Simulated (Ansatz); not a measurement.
`[Cl][In]([Cl])[SeH]` + H₂ → `[Cl][InH][SeH]` + HCl  (hydrogenolysis of the In–Cl bond)

Isolated molecules relaxed with PBE0-D4/def2-TZVP in Ansatz; ΔE leaves out vibrations. CBS: MP2 limit from def2 TZ/QZ plus the TZ coupled-cluster correction, frozen cores. This one scheme is used for every species. DFT in def2-TZVPP. HSE06 is defined as in plane-wave codes. def2 core potentials past Kr. For In, Se outer-core shells are correlated without core-valence functions, which leaves a few kJ/mol of doubt a bond. Scalar relativity is left out up to krypton. Each species was taken in one conformer, which may not be the lowest.

Q: Is it downhill or uphill in electronic energy at CCSD(T)/CBS, and by how much? (Estimate.)

A: The calculation gave: Uphill: ΔE = +91.0 kJ/mol.

Q: What do these levels give: revPBE-D4, BLYP-D4, B97M-V, r2SCANh-D4, r2SCAN0-D4, HSE06-D4, BHLYP-D4, ωB97X-V, BLYP, CCSD/def2-TZVPP, SCS-MP2/def2-QZVPP, MP2/CBS(def2)? (Estimate.)

A: Computed: revPBE-D4 88.9, BLYP-D4 90.7, B97M-V 83.4, r2SCANh-D4 90.4, r2SCAN0-D4 89.1, HSE06-D4 85.8, BHLYP-D4 90.7, ωB97X-V 86.2, BLYP 83.6, CCSD/def2-TZVPP 81.4, SCS-MP2/def2-QZVPP 93.6, MP2/CBS(def2) 100.5 kJ/mol.

Largest T1 diagnostic among the species: 0.012.

Leaving LDA and LC-ωPBE aside and taking each functional with its dispersion term where it has one, the values, not all of them listed here, spread over 7.9 kJ/mol, from CAM-B3LYP-D4 to r2SCAN-D4. LDA lies −9.5 kJ/mol from PBE without D4. At CCSD(T), def2-SVP lies −3.2 kJ/mol from the extrapolated value and def2-TZVPP −6.2 kJ/mol. The D4 term adds +6.2 kJ/mol with B3LYP and +3.5 kJ/mol with PBE0; it sums over pairs of atoms, weighted by their polarisabilities, and B3LYP, whose exchange is more repulsive, gets the larger term.

B3LYP here is the variant with VWN-RPA as its local correlation; programs differ in this.
